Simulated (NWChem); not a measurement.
System meant: C3H8As, doublet; SMILES C[C](C)[AsH2]

NWChem input:

```
start job
memory heap 200 mb stack 900 mb global 1100 mb
geometry units angstroms noautoz
  C     -0.059400    -1.641697     1.280713
  C      0.109720    -0.897090     0.000000
  C     -0.059400    -1.641697    -1.280713
  As    -0.036922     1.025051     0.000000
  H     -1.110553    -1.955773     1.445433
  H      0.539736    -2.570127     1.273154
  H      0.244461    -1.054582     2.160920
  H      0.539736    -2.570127    -1.273154
  H     -1.110553    -1.955773    -1.445433
  H      0.244461    -1.054582    -2.160920
  H      0.977186     1.276118    -1.113674
  H      0.977186     1.276118     1.113674
end
basis spherical
  * library def2-svp
end
dft
  odft
  mult 3
  xc b3lyp
  iterations 150
  mulliken
end
task dft energy
```

End of the output:

```
 Summary of "ao basis" -> "" (spherical)
 ------------------------------------------------------------------------------
       Tag                 Description            Shells   Functions and Types
 ---------------- ------------------------------  ------  ---------------------
 *                          def2-svp                  on all atoms

                                 NWChem DFT Module
                                 -----------------

 Summary of "ao basis" -> "ao basis" (spherical)
 ------------------------------------------------------------------------------
       Tag                 Description            Shells   Functions and Types
 ---------------- ------------------------------  ------  ---------------------
 C                          def2-svp                 6       14   3s2p1d
 As                         def2-svp                12       32   5s4p3d
 H                          def2-svp                 3        5   2s1p

 Summary of "ao basis" -> "ao basis" (spherical)
 ------------------------------------------------------------------------------
       Tag                 Description            Shells   Functions and Types
 ---------------- ------------------------------  ------  ---------------------
 C                          def2-svp                 6       14   3s2p1d
 As                         def2-svp                12       32   5s4p3d
 H                          def2-svp                 3        5   2s1p

      Symmetry analysis of basis
      --------------------------

        a'         66
        a"         48

  number of electrons :                   59
  multiplicity        :                    3
 ------------------------------------------------------------------------
  no. of electrons and multiplicity not compatible                  59
 ------------------------------------------------------------------------
 ------------------------------------------------------------------------
  current input line :
    27: task dft energy
 ------------------------------------------------------------------------
 ------------------------------------------------------------------------
 There is an error in the input file
 ------------------------------------------------------------------------
 For more information see the NWChem manual at https://nwchemgit.github.io

0: no. of electrons and multiplicity not compatible:Received an Error in Communication
```

Problem. What is wrong, and how is it mended?

Solution. The input was rejected before any calculation. Cause: the multiplicity doesn't fit the number of electrons (an even count wants an odd multiplicity, and the reverse). This input runs:
```
start job
memory heap 200 mb stack 900 mb global 1100 mb
geometry units angstroms noautoz
  C     -0.059400    -1.641697     1.280713
  C      0.109720    -0.897090     0.000000
  C     -0.059400    -1.641697    -1.280713
  As    -0.036922     1.025051     0.000000
  H     -1.110553    -1.955773     1.445433
  H      0.539736    -2.570127     1.273154
  H      0.244461    -1.054582     2.160920
  H      0.539736    -2.570127    -1.273154
  H     -1.110553    -1.955773    -1.445433
  H      0.244461    -1.054582    -2.160920
  H      0.977186     1.276118    -1.113674
  H      0.977186     1.276118     1.113674
end
basis spherical
  * library def2-svp
end
dft
  odft
  mult 2
  xc b3lyp
  iterations 150
  mulliken
end
task dft energy
```
It converges to -2354.62745 Ha (B3LYP/def2-SVP, spin-unrestricted).
